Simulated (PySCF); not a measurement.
Task: What does the PBE0-D3(BJ)/def2-SVP structure of `C#[C][GeH2][SiH2]F` look like in three dimensions?

Result: 
```
atom  x, y, z in Å
C1     2.5566    1.0047   -0.1207
C2     1.6696    0.1727   -0.0885
Ge3    0.2107   -1.0496   -0.0500
Si4   -1.7365    0.3071   -0.2387
F5    -3.0603   -0.6464   -0.2328
H6     3.3496    1.7310   -0.1493
H7     0.2571   -1.8299    1.2734
H8     0.3563   -2.0257   -1.2286
H9    -1.8324    1.2432    0.9175
H10   -1.7165    1.0719   -1.5179
```

Any rigid rotation of these coordinates is as good. Atoms count from 1 in this order. Si4 (fluorine-bound silicon) is tetrahedral (angles from 108.2° to 110.5°). The 5 heavy atoms lie in one plane (0.005 Å rms). Ge3 (germanium bonded to C, Si and 2 H) is distorted tetrahedral (angles from 105.0° to 112.5°).

Bonds between heavy atoms (Å): C1≡C2 1.217, C2–Ge3 1.904, Ge3–Si4 2.381, Si4–F5 1.631.

Theory: PBE0-D3(BJ)/def2-SVP geometry optimisation, gas phase in PySCF 2.14.0.

Point group: Cs (tolerance 0.08 Å). PBE0-D3(BJ)/def2-SVP frequencies: not computed here. The numbers are those of one conformer (C2–Ge3–Si4–F5 179°).
